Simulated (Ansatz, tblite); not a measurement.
Adding an electron: the cluster Li4Br3⁺ (the lowest singlet isomer of a short search). The state is a singlet with charge 1. Geometry: r2SCAN-D4/def2-SVP. Ansatz, gas phase; energy differences of separate SCF runs; the reduced species was run as a doublet alone.

```xyz
7

Li   -2.255    0.765   -0.569
Li    1.542    1.813    0.573
Li    0.040   -1.868    1.582
Li    0.485   -0.511   -1.142
Br   -0.188    1.931   -1.148
Br   -1.614   -1.562   -0.190
Br    1.990   -0.567    0.894
```

The xTB rows come from tblite. The structure comes from a short search, and lower isomers may exist.

```json
{"level": "GFN1-xTB", "−HOMO (eV)": "15.34", "−LUMO (eV)": "11.07", "vertical EA (eV)": "8.96", "HOMO–LUMO gap (eV)": "4.28"}
{"level": "r2SCAN-D4/def2-TZVP", "−HOMO (eV)": "10.93", "−LUMO (eV)": "4.36", "vertical EA (eV)": "3.50", "HOMO–LUMO gap (eV)": "6.57"}
{"level": "PBE0-D4/def2-TZVP", "−HOMO (eV)": "11.87", "−LUMO (eV)": "4.45", "vertical EA (eV)": "3.55", "HOMO–LUMO gap (eV)": "7.42"}
```

Question: Estimate the rows for GFN2-xTB, PBE-D4/def2-TZVP.

Answer: 
```json
{"level": "GFN2-xTB", "−HOMO (eV)": "14.87", "−LUMO (eV)": "9.91", "vertical EA (eV)": "7.60", "HOMO–LUMO gap (eV)": "4.96"}
{"level": "PBE-D4/def2-TZVP", "−HOMO (eV)": "10.64", "−LUMO (eV)": "5.05", "vertical EA (eV)": "3.72", "HOMO–LUMO gap (eV)": "5.59"}
```

  Raw xTB energy differences between charge states are shifted by several eV; the methods need an empirical correction for them.
